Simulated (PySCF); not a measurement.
BiH5, SMILES [BiH5].

Geometry optimised at B3LYP-D3(BJ)/def2-TZVP. The def2 effective core potentials stand for the cores of Bi; spin–orbit coupling is left out.

Two levels are set side by side: PBE/def2-TZVPD (PySCF) and HF/def2-TZVPD (PySCF). Same geometry, gas phase. Differences are taken from unrounded values.

```csv
quantity,HF
orbital gap (eV),9.07
highest occupied level (eV),-8.49
lowest empty level (eV),0.58
mean polarisability (bohr³),58.2
```

### Question
What does PBE give, and how far is it from HF? (An estimate is asked for; the answer gives what the named calculation found.)

### Answer

```tsv
quantity	PBE	PBE minus HF
orbital gap (eV)	2.40	-6.67
highest occupied level (eV)	-5.23	3.26
lowest empty level (eV)	-2.83	-3.41
mean polarisability (bohr³)	61.6	3.4
```

Without exact exchange PBE keeps part of each electron's self-repulsion, which lifts occupied levels and narrows the gap. PBE's more diffuse valence density responds more strongly to a field. Differences between two approximate levels are no errors against the true value.

Rough cost on one machine, each run with all the roots and properties that it gave: HF against PBE about 1/5.
